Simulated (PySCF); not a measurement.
Geometry:
```
atom   x (Å)   y (Å)   z (Å)
  C1  -0.300  -1.136   0.370
  C2   1.147  -0.648   0.283
  N3   1.098   0.803   0.330
 Si4  -0.391   1.468  -0.267
  C5  -1.182  -0.234  -0.507
  H6  -0.375  -2.198   0.087
  H7  -0.631  -1.057   1.419
  H8   1.739  -1.056   1.121
  H9   1.615  -1.029  -0.650
 H10   1.982   1.286   0.412
 H11  -0.274   2.250  -1.543
 H12  -1.089   2.363   0.713
 H13  -2.247  -0.300  -0.242
 H14  -1.092  -0.512  -1.571
```

Geometry: PBE0-D3(BJ)/def2-SVP; GIAO absolute shieldings from PySCF, gas phase, non-relativistic, averaged over equivalent atoms.

At wB97X-D/pcSseg-1 (137 basis functions, 14 s wall time on 1 thread of an Arm Neoverse V2, shared host):
```csv
atoms,σ (ppm)
C2,136.9
C1,156.2
C5,176.4
N3,245.5
Si4,375.5
H11/H12,26.62
H8/H9,28.44
H6/H7,29.68
H13/H14,30.55
H10,31.51
```

**Question.** Estimate the result of repeating the calculation with PBE0/aug-cc-pVDZ.

**Answer.** 
| atoms | σ at PBE0/aug-cc-pVDZ | change |
| --- | --- | --- |
| C2 | 149.2 | +12.3 |
| C1 | 166.8 | +10.6 |
| C5 | 185.7 | +9.3 |
| N3 | 249.0 | +3.5 |
| Si4 | 436.8 | +61.3 |
| H11/H12 | 26.27 | -0.35 |
| H8/H9 | 28.24 | -0.20 |
| H6/H7 | 29.52 | -0.16 |
| H13/H14 | 30.37 | -0.18 |
| H10 | 31.33 | -0.18 |

The largest change is at Si4 (silicon bonded to C, N, 2 H, in a 5-membered ring). Cost: 200 basis functions, 23 s wall time on 1 thread of an Arm Neoverse V2, shared host. The order of the carbon signals is the same at both levels.
